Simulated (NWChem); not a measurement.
# SiHOBrCl$_{2}$; SMILES Cl[Si](O)(Cl)Br

```xyz
6

O      0.1037    -0.7584    -1.9167
Si     0.0085    -0.4841    -0.3066
Cl    -1.7049    -1.2826     0.4794
Cl     1.6287    -1.3846     0.5280
Br     0.0268     1.6739     0.1423
H     -0.5894    -0.3976    -2.4798
```
Atoms are numbered in this order, from 1.

Computed with NWChem. The geometry was optimised at PBE0/def2-SVP.

For level TPSSh/def2-SVP:

| Property | Value |
|---|---|
| highest occupied level (eV) | -8.09 |
| orbital gap (eV) | 7.42 |
| dipole (D) | 1.83 |

Question: What are these values for level KT2/def2-SVP?

Answer: highest occupied level (eV): -7.43
orbital gap (eV): 6.08
dipole (D): 1.71
